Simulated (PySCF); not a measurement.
Cartesian coordinates in Å; atom numbers follow the order of the lines, from 1:
```xyz
20

Si   -2.3423   -1.5270    0.3205
N    -1.4776   -0.0619   -0.1480
Si   -2.3374    1.3321   -0.8048
C    -0.0765   -0.0082   -0.0038
C     0.5958   -0.8622    0.8873
C     1.9799   -0.8099    1.0213
C     2.7329    0.0998    0.2816
C     2.0774    0.9558   -0.6013
C     0.6948    0.9008   -0.7481
H    -3.7208   -1.4131   -0.2316
H    -1.6507   -2.7223   -0.2454
H    -2.4318   -1.6972    1.8043
H    -3.7871    1.1106   -0.5453
H    -1.8705    2.5773   -0.1275
H    -2.1331    1.4965   -2.2780
H     0.0300   -1.5677    1.5016
H     2.4726   -1.4872    1.7232
H     3.8183    0.1413    0.3920
H     2.6480    1.6738   -1.1954
H     0.2117    1.5652   -1.4695
```

Non-relativistic Hamiltonian, one conformer, rapidly exchanging positions averaged, isolated molecule. Geometry from PBE0-D3(BJ)/def2-SVP; shielding tensors at PBE/pcSseg-1 (GIAO); PySCF.

List the cross peaks expected in HSQC, COSY and HMBC spectra.

Results:



HSQC (one-bond C–H):
```csv
δH,δC
7.23 (H17/H19),131.6 (C6/C8)
6.94 (H16/H20),120.6 (C5/C9)
6.91 (H18),123.0 (C7)
```

COSY cross peaks (H two or three bonds apart, from the bond graph; peaks can be absent where the dihedral angle is near 90°):
```csv
δH,δH
7.23 (H17/H19),6.94 (H16/H20)
7.23 (H17/H19),6.91 (H18)
```

HMBC (two and three bonds, from the bond graph):
```csv
δH,δC
7.23 (H17/H19),"152.3 (C4), 131.6 (C6/C8), 123.0 (C7), 120.6 (C5/C9)"
6.94 (H16/H20),"152.3 (C4), 131.6 (C6/C8), 123.0 (C7), 120.6 (C5/C9)"
6.91 (H18),"131.6 (C6/C8), 120.6 (C5/C9)"
5.07 (H10/H11/H12/H13/H14/H15),152.3 (C4)
```

Shifts are taken against calculated references (same method and geometry level): 1H and 13C against TMS.

Short H···H contacts in this conformer between protons four or more bonds apart (candidates for NOE cross peaks, intensity ∝ r⁻⁶): H15···H20 2.48 Å.

Shifts are as computed. Against solution values, carbons near 30 ppm lie about +2 ppm off and those near 130 ppm about +2 ppm. Of 1211 compounds with measured shifts, 218 miss one by over three times the rms of a fit or turn the order of signals round; such compounds aren't used in these exercises.
